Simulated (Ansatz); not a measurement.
A run for Ansatz (a quantum-chemistry and plane-wave program): R-CCSD(T)/cc-pVDZ on BHO2 (SMILES O=BO).

Ansatz 0.2 input:
```yaml
crystal:
  periodic: [false, false, false]
  atoms:
    - {symbol: B, position_ang: [-0.21226774, -0.06367081, 0.46139244]}
    - {symbol: O, position_ang: [-0.32097931, -0.09625356, 1.66781536]}
    - {symbol: O, position_ang: [-0.15105683, -0.04534446, -0.86114063]}
    - {symbol: H, position_ang: [0.68420388, 0.20526882, -1.26816716]}
basis:
  gaussian:
    orbitals: cc-pVDZ
magnetization: {spin_polarized: false}
correlation: {method: ccsd_t, electrons: outside_noble_gas}
scf: {lower_state_search: off}
```

Question: What total energy does the run end on?

Answer: -175.5577 hartree (reference determinant -175.0933, T1 diagnostic 0.017).
